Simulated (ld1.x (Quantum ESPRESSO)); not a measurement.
## gallium (Ga), TM: configuration errors across variants

```json
{
 "Element": "Ga (Z = 31)",
 "Generator": "ld1.x (Quantum ESPRESSO) 7.5",
 "Type": "norm-conserving Troullier–Martins (Kleinman–Bylander form)",
 "Functional": "LDA (PZ)",
 "Relativity": "scalar-relativistic",
 "Frozen core": "[Ar] 3d10",
 "Valence charge": "3",
 "Reference configuration": "4s2 4p1",
 "Partial waves": "4s (bound): rc 1.95 bohr; 4p (bound): rc 2.40 bohr",
 "Local potential": "all-electron potential smoothed inside 1.65 bohr (lloc = -1)",
 "Core correction": "none"
}
```

All-electron excitation energies from the reference (eV): (1) 4s2 4p0 5.888; (2) 4s1 4p0 27.391; (3) 4s2 4p0.5 2.120; (4) 4s1 4p2 6.612; (5) 4s0 4p3 13.544; (6) 4s1 4p1 13.338; (7) 4s2 4p1.3 -0.578; (8) 4s2 4p1 spin -0.134; (9) 4s1 4p0 spin 27.084.

Spin tests fill each open shell by Hund’s rule, majority spin first.

Tests that are not counted but printed errors over 1 eV. “all radii scaled by about 0.79 (s 1.54, p 1.88 bohr); local potential all-electron potential smoothed inside 1.30 bohr (lloc = -1)”: 4s1 4p0 (solver errors, printed error +6.0 eV); 4s1 4p0 (spin-polarised) (solver errors, printed error -2.2 eV).

A true bound ghost makes a file unfit for plane-wave use even where its test errors are small: the radial tests pick states by their node count and pass the ghost by. Where a test does run into it, the solver fails or the error is huge.

Errors AE − PS in meV (a dash: test not solved or not reliable):

```csv
change,(1),(2),(3),(4),(5),(6),(7),(8),(9),bound ghosts
base,+10,+135,+1.6,+16,+78,+30,+0.4,+16,+447,none
"all radii scaled by about 0.79 (s 1.54, p 1.88 bohr); local potential all-electron potential smoothed inside 1.30 bohr (lloc = -1)",+2.1,–,+0.3,+14,+78,+19,+0.2,+16,–,s
"all radii scaled by about 1.03 (s 2.02, p 2.48 bohr); local potential all-electron potential smoothed inside 1.70 bohr (lloc = -1)",+9.7,+132,+1.5,+16,+78,+30,+0.3,+16,+443,none
"all radii scaled by about 1.14 (s 2.22, p 2.74 bohr); local potential all-electron potential smoothed inside 1.88 bohr (lloc = -1)",+9.4,+124,+1.5,+14,+72,+28,+0.3,+16,+434,none
"all radii scaled by about 1.23 (s 2.40, p 2.94 bohr); local potential all-electron potential smoothed inside 2.02 bohr (lloc = -1)",+9.9,+118,+1.6,+12,+62,+24,+0.4,+16,+428,none
"all radii scaled by about 1.39 (s 2.72, p 3.34 bohr); local potential all-electron potential smoothed inside 2.30 bohr (lloc = -1)",+10,+96,+1.7,+5.1,+38,+14,+0.4,+16,+410,none
```

Problem. Give the same row for: all radii scaled by about 0.91 (s 1.78, p 2.20 bohr); local potential all-electron potential smoothed inside 1.52 bohr (lloc = -1).

Solution. +11, +141, +1.7, +16, +79, +31, +0.4, +16, +454; bound ghosts: none.
